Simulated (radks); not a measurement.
Values are calculated unless marked as measured or tabulated.
Fractional charge and spin in the 4p shell of technetium: the spin-up occupation runs from 2 to 3 and the spin-down occupation from 2 to 3; the fullest corner is Tc2+, [Ar] 3d10 4s2 4d(up 2.5, down 2.5) 4p(up 3, down 3). Level of theory: scalar-relativistic Kohn-Sham, r2SCAN, spin-polarised, spherical densities, finite nucleus; meta-GGA in the generalised Kohn-Sham scheme; Fermi nuclear charge, rms radius of each element as measured or else 0.836 A^(1/3) + 0.57 fm (a radial shooting solver on a logarithmic mesh with Libxc functionals). Energy (eV) above the fullest corner. The planes named below are the two flat planes that join the four corners, with an edge along up + down = one added electron.

down \ up        2     2.25      2.5    2.75       3
2          156.756  133.574  111.396  90.207  69.995
2.25       133.574  111.495   90.402  70.282  51.119
2.5        111.396   90.402   70.377  51.306  33.173
2.75        90.207   70.282   51.306  33.265  16.140
3           69.995   51.119   33.173  16.140   0.000

Corners above the fullest one (they belong to Tc3+ and the next ion): (up 3, down 2) 69.995 eV, (up 2, down 3) 69.995 eV, (up 2, down 2) 156.76 eV. With half an added electron in each spin the energy lies 0.382 eV from the planes, and with half an added electron in spin up alone -1.979 eV. The planes are only a guide here: the flat-plane condition holds for ground states with one frontier orbital, while this shell lies below other occupied shells, so the corners above the fullest one are inner-hole states and not the ground states of those ions.
